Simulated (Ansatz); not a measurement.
Compare A (`FC1(F)C[SiH]1[SiH3]`) with its isomer B (`C=C[SiH](F)[SiH2]F`).

Calculated with Ansatz (gas phase, PBE0-D4/def2-TZVP geometries, no zero-point term in ΔE). CBS: MP2 limit from def2 TZ/QZ plus the TZ coupled-cluster correction, frozen cores. DFT in def2-TZVPP. B3LYP here is the variant with VWN-RPA as its local correlation; programs differ in this. Each species was taken in one conformer, which may not be the lowest.

(1) Which is lower in electronic energy at CCSD(T)/CBS, and by how much? (Estimate.)

(2) Give E(B) − E(A) in kJ/mol with CCSD/def2-TZVPP, B3LYP-D4, r2SCAN-D4, CCSD(T)/def2-TZVPP, HF/def2-TZVPP, PBE-D4, ωB97M-V. (Best estimate.)

Largest T1 diagnostic: 0.014.

## Answers

(1) Computed: B, by 437.0 kJ/mol.

(2) Ansatz gave: CCSD/def2-TZVPP -435.3, B3LYP-D4 -425.5, r2SCAN-D4 -401.3, CCSD(T)/def2-TZVPP -427.9, HF/def2-TZVPP -473.0, PBE-D4 -375.4, ωB97M-V -412.2. None reverses the order clearly.

In def2-TZVPP, CCSD(T) changes the Hartree–Fock value by +45.1 kJ/mol (the triples alone add +7.5 kJ/mol) and MP2 by +33.5 kJ/mol. From PBE to PBE0 (25 % exact exchange), in def2-TZVPP and without D4, E(B) − E(A) moves by −13.5 kJ/mol.
